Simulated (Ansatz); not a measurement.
Potential energy curve for H3BO, SMILES OB. The B1–O4 bond (B1 also carries H, H; O4 carries H) is stretched with both fragments frozen at the PBE0/def2-TZVP optimised geometry.

Calculation: CCSD(T) on UHF/cc-pVTZ, frozen core (Ansatz, a quantum-chemistry and plane-wave program).

Relative to R = 1.35 Å, what are the energies at R = 1.80, 2.43, 2.67, 3.66 Å?

197.9 kJ/mol at 1.80 Å, 514.2 kJ/mol at 2.43 Å, 588.0 kJ/mol at 2.67 Å, 651.1 kJ/mol at 3.66 Å.

The unrestricted determinant behind UCCSD(T) is spin-contaminated at 2.19 to 4.73 Å (<S²> up to 1.0, against 0.00 for a pure singlet).
